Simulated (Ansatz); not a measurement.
Reaction (formal exchange of groups at the In–I bond): `F[CH2][InH][I]` + BH₃ → `[BH2][InH][CH2]F` + HI

Isolated molecules relaxed with PBE0-D4/def2-TZVP in Ansatz; ΔE leaves out vibrations. CCSD(T)/CBS is the MP2 limit (def2-TZVPP, def2-QZVPP) plus CCSD(T) − MP2 in def2-TZVPP, frozen cores. This one scheme is used for every species. Functionals use def2-TZVPP. B3LYP here is the variant with VWN-RPA as its local correlation; programs differ in this. def2 core potentials past Kr. For I, In outer-core shells are correlated without core-valence functions, which leaves a few kJ/mol of doubt a bond. One conformer a species, not always the lowest.

`F[CH2][InH][I]`:

Z-matrix (Å, degrees):
```
C
In 1 2.168
F 1 1.385 2 112.1
H 1 1.094 2 109.4 3 -120.8
H 1 1.094 2 109.4 3 120.8
I 2 2.684 1 109.4 3 180.0
H 2 1.707 1 135.0 3 -0.0
```

BH₃:

```xyz
4

B     0.000    0.000    0.000
H     0.151   -0.269    1.153
H     0.329   -0.779   -0.843
H    -0.481    1.047   -0.310
```

`[BH2][InH][CH2]F`:

Z-matrix (Å, degrees):
```
C
In 1 2.188
F 1 1.393 2 112.4
H 1 1.095 2 110.5 3 -120.6
H 1 1.095 2 110.5 3 120.7
B 2 2.230 1 122.9 3 -0.1
H 2 1.736 1 111.5 3 179.9
H 6 1.197 2 121.7 1 89.8
H 6 1.197 2 121.7 1 -89.8
```

HI:

```xyz
2

I     0.544    0.168   -0.569
H    -0.544   -0.168    0.569
```

| level | ΔE (kJ/mol) |
| --- | --- |
| B3LYP | 166.0 |
| MP2/def2-QZVPP | 179.6 |

(1) What does CCSD(T)/CBS give? (Best estimate.)

Largest T1 diagnostic among the species: 0.014.

Results:

(1) Computed: +171.4 kJ/mol. The listed levels differ from it by -5.4, 8.2 kJ/mol.

In def2-TZVPP, CCSD(T) changes the Hartree–Fock value by −32.3 kJ/mol (the triples alone add −0.9 kJ/mol) and MP2 by −19.5 kJ/mol. From PBE to PBE0 (25 % exact exchange), in def2-TZVPP and without D4, ΔE moves by +9.1 kJ/mol.
